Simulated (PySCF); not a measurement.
Simulated outer-valence photoelectron spectrum of `ClC[SiH2]O`. Method used: EOM-IP-CCSD/aug-cc-pVDZ in PySCF, restricted Hartree–Fock reference, frozen core, non-relativistic, gas phase, PBE0-D3(BJ)/def2-SVP geometry.

Each root has a Gaussian of 0.4 eV full width with its one-hole share as area; cross sections and vibrations are left out, and the highest printed point is 100.

ionisation energy (eV), intensity and a bar:
```
     10.0          0 
     10.1          1 
     10.2          4 #
     10.3         13 ####
     10.4         29 #########
     10.5         46 ##############
     10.6         52 ###############
     10.7         41 ############
     10.8         24 #######
     10.9         11 ###
     11.0         10 ###
     11.1         21 ######
     11.2         41 ############
     11.3         61 ##################
     11.4         73 ######################
     11.5         75 #######################
     11.6         67 ####################
     11.7         49 ###############
     11.8         28 ########
     11.9         11 ###
     12.0          4 #
     12.1          3 #
     12.2          8 ##
     12.3         20 ######
     12.4         38 ###########
     12.5         50 ###############
     12.6         47 ##############
     12.7         31 #########
     12.8         15 ####
     12.9          5 #
     13.0          2 #
     13.1          6 ##
     13.2         19 ######
     13.3         46 ##############
     13.4         80 ########################
     13.5        100 ##############################
     13.6         89 ###########################
     13.7         57 #################
     13.8         26 ########
     13.9          9 ###
     14.0          2 #
     14.1          0 
     14.2          0 
     14.3          1 
     14.4          5 #
     14.5         15 ####
     14.6         32 #########
     14.7         47 ##############
     14.8         50 ###############
     14.9         38 ###########
     15.0         20 ######
     15.1          8 ##
     15.2          3 #
     15.3          4 #
     15.4         13 ####
     15.5         28 ########
     15.6         45 ##############
     15.7         51 ###############
     15.8         41 ############
     15.9         23 #######
     16.0          9 ###
     16.1          3 #
     16.2          1
```

Q: Where are the maxima, and how many lines lie under the curve?

A: 6 maxima, at 10.6, 11.5, 12.5, 13.5, 14.8 and 15.7 eV, from 8 lines. At this width some lines have no maximum of their own.

Q: List the lines with their holes.

A: 
```csv
E (eV),leading hole (HF orbital),area,Koopmans (eV)
10.58,HOMO,0.96,11.49
11.34,HOMO-1,0.96,12.20
11.60,HOMO-2,0.95,12.67
12.53,HOMO-3,0.95,13.74
13.48,HOMO-5,0.94,15.06
13.55,HOMO-4,0.94,14.82
14.77,HOMO-6,0.95,15.68
15.68,HOMO-7,0.94,17.06
```

The widest gap, 1.22 eV, lies between 13.55 and 14.77 eV. Only orbitals with −ε under 21 eV, eight at most, were ionised, so the high end of the curve may lack lines.

Conformer computed: `[OH:1][SiH2:2][CH2:3][Cl:4]`: O1–Si2–C3–Cl4 -54°, H–O1–Si2–C3 46°.

One conformer stands for the species.
